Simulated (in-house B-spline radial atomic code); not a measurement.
## Ionising O⁺ with different functionals

Computed with a B-spline radial code for spherical atoms: non-relativistic Hamiltonian, point nucleus, spin-polarised at highest spin, spherical fractional occupations for the functionals, and exact exchange of hybrids averaged over the configuration. The ionisation energy is the difference of two self-consistent energies, [He] 2s2 2p3 → [He] 2s2 2p2, without Breit or QED terms; ε is the level of the shell that loses the electron (its least bound occupied spin orbital).

```tsv
method	rung	ΔSCF (eV)	-ε(2p) (eV)
PBE0	global hybrid	35.47	28.98
B3LYP	global hybrid	35.51	28.44
TPSSh	global hybrid	35.71	27.66
M06-2X	global hybrid	34.63	31.12
BHandHLYP	global hybrid	35.29	31.40
r2SCAN0	global hybrid	36.07	29.66
B97-1	global hybrid	35.36	28.43
HSE06	range-separated hybrid	35.47	28.55
wB97X	range-separated hybrid	35.28	31.38
CAM-B3LYP	range-separated hybrid	35.50	30.44
LC-wPBE	range-separated hybrid	35.63	31.82
```

(1) Among the functionals, which spreads more, the ΔSCF values or the orbital energies?

(2) How do they compare with the NIST value?

## Answers

(1) The orbital energies: ΔSCF values span about 1.44 eV and the orbital energies 4.16 eV.

(2) NIST lists 35.121 eV (measured, ground level to ground level). Errors run from -0.49 to +0.95 eV; wB97X is closest (+0.16 eV), but part of that can be cancellation, since the calculations leave out relativity, Breit-QED terms, multiplet and fine-structure energies.
